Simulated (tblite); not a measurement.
Compound: C7H16P (charge +1).
Bonds: C1–P2, P2–C3, P2–C4, C4–C5, C5–C6, C6–C7, C7–C8, P2–C8. Hydrogens: H9, H10, H11 on C1; H12, H13, H14 on C3; H15, H16 on C4; H17, H18 on C5; H19, H20 on C6; H21, H22 on C7; H23, H24 on C8.

A start from a force field or distance geometry was refined with tblite, GFN2-xTB geometry optimisation, gas phase. Values at the start:

```tsv
coordinate	start
C1–P2	1.766 Å
C1–H9	1.091 Å
P2–C4	1.767 Å
C4–C5	1.530 Å
C4–H15	1.101 Å
C5–C6	1.525 Å
C5–H17	1.099 Å
C6–H19	1.103 Å
C1–P2–C3	109.5°
C1–P2–C4	111.1°
P2–C4–C5	111.5°
C3–P2–C8	109.3°
C4–P2–C8	106.2°
C4–C5–C6	113.1°
C5–C6–C7	113.2°
P2–C4–C5–C6	55°
C4–C5–C6–C7	-62°
C5–C6–C7–C8	62°
C6–C7–C8–P2	-55°
```

How do these coordinates change at the GFN2-xTB level?

| coordinate | GFN2-xTB (Å or °) | change |
| --- | --- | --- |
| P2–C4 | 1.815 | +0.048 |
| C1–P2 | 1.809 | +0.043 |
| C6–H19 | 1.092 | -0.011 |
| C5–H17 | 1.091 | -0.008 |
| C4–H15 | 1.094 | -0.007 |
| C5–C6 | 1.528 | +0.003 |
| C4–C5 | 1.532 | +0.002 |
| C1–H9 | 1.090 | -0.001 |
| P2–C4–C5 | 110.1 | -1.4 |
| C3–P2–C8 | 110.5 | +1.2 |
| C4–C5–C6 | 112.3 | -0.8 |
| C1–P2–C4 | 110.5 | -0.6 |
| C4–P2–C8 | 105.6 | -0.6 |
| C5–C6–C7 | 112.8 | -0.4 |
| C1–P2–C3 | 109.0 | -0.5 |
| C5–C6–C7–C8 | 67 | +5 |
| C4–C5–C6–C7 | -67 | -5 |
| C6–C7–C8–P2 | -57 | -2 |
| P2–C4–C5–C6 | 57 | +2 |

The energy falls by 0.124 eV over 29 L-BFGS steps, the largest force on an atom goes from 1.24 to 0.009 eV/Å, and the atoms move by 0.039 Å rms after alignment. The bond that changes most is P2–C4 (phosphonium phosphorus to sp3 carbon bound to phosphorus), which lengthens by 0.048 Å. Bonds longer at the end by more than 0.005 Å: 8 of 24; shorter: 8. Rotational constants go from 2538, 1378, 1248 to 2481, 1349, 1227 MHz.

Its GFN2-xTB frequencies are all real (lowest 102 cm⁻¹). 2 starts were optimised and ended at 0.00 and 2.93 kcal/mol (GFN2-xTB); the lowest of these is shown.

One conformer stands for the species.

All values are computed, not measured.
